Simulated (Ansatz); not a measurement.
`[SH][InH2]` + CH₃NH₂ → `C[NH][InH2]` + H₂S at 500 K and 1 bar (ligand exchange at the In–S bond).

Calculated with Ansatz (gas phase, PBE0-D4/def2-TZVP geometries, no zero-point term in ΔE). CBS: MP2 limit from def2 TZ/QZ plus the TZ coupled-cluster correction, frozen cores. This one scheme is used for every species. def2 core potentials past Kr. For In outer-core shells are correlated without core-valence functions, which leaves a few kJ/mol of doubt a bond.

| species | CCSD(T)/CBS energy (Eh) | H − E (kJ/mol) | S (J/(mol·K)) |
| --- | --- | --- | --- |
| `[SH][InH2]` | -589.39884 | 84.2 | 327.8 |
| CH₃NH₂ | -95.75281 | 191.8 | 270.3 |
| `C[NH][InH2]` | -286.14916 | 209.9 | 370.3 |
| H₂S | -398.97279 | 57.0 | 224.0 |

H − E and S are ideal-gas, rigid-rotor, harmonic terms from PBE0-D4/def2-TZVP. 1 Eh = 2625.50 kJ/mol, R = 8.31446 J/(mol·K).

**Question.** By hand: ΔE, ΔH, ΔS and ΔG.

**Answer.** ΔE = (-286.14916) + (-398.97279) − (-589.39884) − (-95.75281) = 0.02970 Eh = 78.0 kJ/mol. Δ(H − E) = 209.9 + 57.0 − 84.2 − 191.8 = -9.1, so ΔH = 68.9 kJ/mol. ΔS = 370.3 + 224.0 − 327.8 − 270.3 = -3.8 J/(mol·K). ΔG = 68.9 − 500 × (-3.8)/1000 = 70.8 kJ/mol.

**Question.** By hand: the equilibrium constant, and the temperature at which ΔG would vanish if ΔH and ΔS stayed fixed.

**Answer.** log₁₀ K = −ΔG/(RT ln 10) = -7.4. ΔH and −TΔS have one sign here, so there is no such temperature. One of them is within its doubt of zero, so this could turn.

The number of gas molecules stays the same, so ΔS is small and ΔH decides. A doubt of 5 kJ/mol in ΔE shifts log₁₀ K by 0.5 here. These are equilibria of isolated gas molecules and say nothing of rates. Largest T1 diagnostic: 0.016 (customary marks: 0.02 for closed shells, 0.045 for open ones).
